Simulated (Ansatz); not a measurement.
```yaml
crystal:
  periodic: [false, false, false]
  atoms:
    - {symbol: C, position_ang: [-1.189949, 0.672501, -1.146909]}
    - {symbol: Ge, position_ang: [0.531775, 0.151428, -0.620852]}
    - {symbol: Si, position_ang: [0.347669, -1.182010, 1.471568]}
    - {symbol: B, position_ang: [1.495665, 0.391502, 1.210531]}
    - {symbol: F, position_ang: [2.730713, 0.682921, 1.428221]}
    - {symbol: H, position_ang: [-1.905868, 0.883548, -0.338795]}
    - {symbol: H, position_ang: [-1.232365, 1.658396, -1.776283]}
    - {symbol: H, position_ang: [-1.684812, -0.018256, -1.845194]}
    - {symbol: H, position_ang: [1.483121, -0.099685, -1.866706]}
    - {symbol: H, position_ang: [0.571586, -2.519798, 1.976960]}
    - {symbol: H, position_ang: [-1.039270, -0.771363, 1.605205]}
basis:
  gaussian: {orbitals: aug-cc-pVDZ}
hamiltonian: {xc: {name: B97M-V}}
smearing: {width: 0.1}
output: {forces: true}
```

```sh
$ ansatz run in.yaml --threads 4 --pin off --events-out ev --progress --plain --max-ram 10444MiB
```

It prints (some lines left out):

```
Error: YAML parse error: error: line 18 column 1: unknown field `smearing`, expected one of crystal, accuracy, basis, kpoints, hamiltonian, magnetization, projection, total_charge, correlation, batch, efield, external_charges, scf, relax, neb, saddle, md, ramp, phonons, dielectric, real_time, elastic, magnetic_configurations, gw, evaluate, workflow, output, checkpoint, execution
16 |   gaussian: {orbitals: aug-cc-pVDZ}
17 | hamiltonian: {xc: {name: B97M-V}}
18 | smearing: {width: 0.1}
19 | output: {forces: true}
```

Task: Something in this input is off. What?

Result: The input holds a key that doesn't belong there. The input was rejected before any iteration.
